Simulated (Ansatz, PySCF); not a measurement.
Stretching the Se3–H4 bond in FHSeTe (SMILES F[Te][SeH]) (multiplicity 1 held, fragments rigid). Energies count from the point at 1.477 Å.
Geometry at that point (charge 0, multiplicity 1):
```xyz
4

Te     0.422     0.298     0.732
F      1.586     1.331    -0.424
Se    -1.058    -0.751    -0.972
H     -0.232    -1.948    -1.232
```

R- and RO- levels are restricted; in cc, def2 and unpolarised 6-31G sets they are followed outwards from rest. Unrestricted levels (U-) break spin symmetry where that is lower. Active spaces are followed from a long bond inwards. Levels need not reach the same state.

Cores are frozen in the correlated methods. Filled d and f shells under p-block atoms count as core. Rows in LANL2DZ carry no dispersion term and start afresh at each structure. LANL2DZ brings its own core potentials from Na on.

Codes used: Ansatz (a program for electronic structure) with Gaussian orbitals; PySCF for LANL2DZ rows. Each number belongs to the level named beside it. In def2 rows elements past Kr take small-core potentials, without spin–orbit coupling.

Energies in kJ/mol.

```csv
R (Å),U-HF/LANL2DZ,R-SCS-MP2/def2-TZVPP,R-CCSD(T)/def2-TZVPP,"FIC-NEVPT4(SD) on CASSCF(4,3)/def2-TZVPP","FIC-MRCISD+Q on CASSCF(4,3)/def2-TZVPP"
1.182,150,143,146,148,145
1.330,28,25,27,28,26
1.477,0,0,0,0,0
1.625,19,21,18,18,19
1.773,60,62,56,55,57
1.995,124,137,123,122,124
2.216,156,208,182,181,184
2.586,176,299,247,248,251
2.955,182,353,272,278,282
3.398,184,378,271,290,295
3.989,185,365,255,294,299
4.728,185,308,240,295,300
```

Doubts at one or more of the structures used: a spin-contaminated determinant (U-HF/LANL2DZ); a restricted determinant that unrestricted orbitals would lower (R-SCS-MP2/def2-TZVPP, R-CCSD(T)/def2-TZVPP); other coupled-cluster roots lie near (R-CCSD(T)/def2-TZVPP); active orbitals that take no part (FIC-NEVPT4(SD) on CASSCF(4,3)/def2-TZVPP, FIC-MRCISD+Q on CASSCF(4,3)/def2-TZVPP).
